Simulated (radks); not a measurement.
Removal energies from the rhenium ion Re4+, [Xe] 4f14 5d3, by Delta-SCF beside the eigenvalue of the level emptied. Calculated with a radial shooting solver on a logarithmic mesh with Libxc functionals: scalar-relativistic Kohn-Sham, BLYP, spin-polarised, spherical densities, finite nucleus; Fermi nuclear charge, rms radius of each element as measured or else 0.836 A^(1/3) + 0.57 fm. Open shells are filled with parallel spins first.

| removed from | final configuration | Delta-SCF (eV) | -eigenvalue (eV) |
|---|---|---|---|
| 5d | [Xe] 4f14 5d2 | 53.420 | 46.719 |
| 5p | [Kr] 4d10 4f14 5s2 5p5 5d3 | 97.360 | 89.310 |
| 4f | [Xe] 4f13 5d3 | 99.515 | 86.554 |
| 5s | [Kr] 4d10 4f14 5s1 5p6 5d3 | 137.23 | 128.37 |
